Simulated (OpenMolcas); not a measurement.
Lines of Ne3+: computed and rescaled rates

- Program: OpenMolcas
- Method: CASSCF
- Basis: ANO-RCC-VQZP [5s4p3d2f1g]
- Scalar Hamiltonian: DKH2, point nucleus
- Active space: 5 electrons in 8 orbitals (2s 2p 3s 3p)
- State averaging: 2S+1 = 4 odd, 1 root; 2S+1 = 2 odd, 8 roots; 2S+1 = 4 even, 3 roots
- Spin-orbit coupling: RASSI with atomic mean-field integrals over the reference wave functions, term energies averaged over their components

Rates come from the transition moments of the reference wave functions (E1 and E2 in the length form). At fixed line strength A goes as λ^-3 for E1 and M1 and as λ^-5 for E2, so a rate at the computed wavelength can be rescaled to the measured one. Measured vacuum wavelengths follow from level energies in Moore, Atomic Energy Levels, vol. I, NSRDS-NBS 35 (1971 reprint of NBS Circular 467, 1949). Branching counts decays inside the model space alone, at computed energies, and the table is only a selection of the E1 lines, drawn from those between levels with measured partners whose computed energy lies within a factor of 1.5 of the measured one.

```
        Upper            Lower  Type  λ computed (nm)  λ measured (nm)  A computed (s-1)  A rescaled (s-1)  Branching %
2s 2p4 4P 5/2  2s2 2p3 4S* 3/2    E1            54.32            54.39          2.64e+09          2.63e+09        100.0
2s 2p4 4P 3/2  2s2 2p3 4S* 3/2    E1            54.17            54.21          2.66e+09          2.65e+09        100.0
2s 2p4 4P 1/2  2s2 2p3 4S* 3/2    E1            54.07            54.11          2.68e+09          2.67e+09        100.0
```

The largest correction is for 2s 2p4 4P 5/2 → 2s2 2p3 4S* 3/2 (E1): 2.64e+09 × (54.32 / 54.39)^3 = 2.63e+09 s-1, a factor of 1.00.

The computed rate and branching of 2s 2p4 4P 5/2 → 2s2 2p3 4S* 3/2 give the upper level a radiative lifetime of 1.000 / 2.64e+09 s-1 = 3.79e-10 s, counting decays inside the model space alone. The rescaled rate gives about 3.8e-10 s.

No measured rate stands beside these. Rescaling mends the energy factor alone: line strengths can still be far off where a level mixes with configurations outside the active space, and weak or spin-changing lines hang on small mixing coefficients that depend on the term gaps too, so rescaling need not improve them.

Active for correlation alone: 3p 3s; no level in the range computed is led by a configuration that fills them, so any true level of that kind is missing. Measured partners are found by configuration, term and J. A level has none where our copy of the source lacks it or the pairing is in doubt (some pairs that miss far off the trend of their configuration count as doubtful). Levels of configurations outside the active space are missing.

* marks odd parity.
